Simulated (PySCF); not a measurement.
**How methods differ on the ionisation energy of Pd**

Pd [Kr] 4d10 (1S) → Pd⁺ [Kr] 4d9 (2D), as a difference of total energies. Calculation: PySCF 2.14, in cc-pVDZ-PP with ECP28MDF (4s4p3d1f, 38 functions); scalar relativity through the core potential. Correlated levels: valence: 4s2 4p6 frozen. The calculations carry no spin-orbit coupling.

```
           method  ionisation energy (eV)  error (eV)
              UHF                   6.283      -2.229
           M06-2X                   8.446      -0.066
             MN15                   8.716      +0.204
    MP2 (valence)                   8.067      -0.445
SCS-MP2 (valence)                   7.880      -0.632
```

Reference: 8.512 eV (measured; NIST levels, between the centres of gravity of the two terms).

Errors of the correlated levels include the incompleteness of this basis and the frozen core.
